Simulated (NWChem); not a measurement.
Species: CH3BF2S; SMILES CSB(F)F

```xyz
8

B      0.0399    -0.8319     0.0000
F     -0.6753    -1.9559     0.0000
F      1.3720    -0.9296     0.0000
S     -0.8061     0.7616     0.0000
C      0.6231     1.9113     0.0000
H      1.2430     1.7713     0.9045
H      0.2031     2.9338     0.0000
H      1.2430     1.7713    -0.9045
```
Atoms are numbered in this order, from 1.

Geometry: optimised at PBE-D3(BJ)/def2-SVP.

Symmetry labels are those of Cs in the frame above (b1 and b2, or b-type labels, depend on it).

Problem. List the 6 lowest vertical singlet excitations from LRC-wPBEh/def2-SVP, full TDDFT (NWChem).

Solution. 
```tsv
state	energy (eV)	oscillator strength	symmetry	leading excitation (squared amplitude)
S1	6.79	0.000	a"	HOMO → LUMO+1 (0.94)
S2	7.23	0.129	a'	HOMO → LUMO (0.94)
S3	8.27	0.006	a"	HOMO → LUMO+2 (0.86)
S4	8.37	0.014	a"	HOMO−1 → LUMO (0.86)
S5	8.92	0.084	a'	HOMO−1 → LUMO+1 (0.89)
S6	9.61	0.005	a"	HOMO → LUMO+3 (0.91)
```
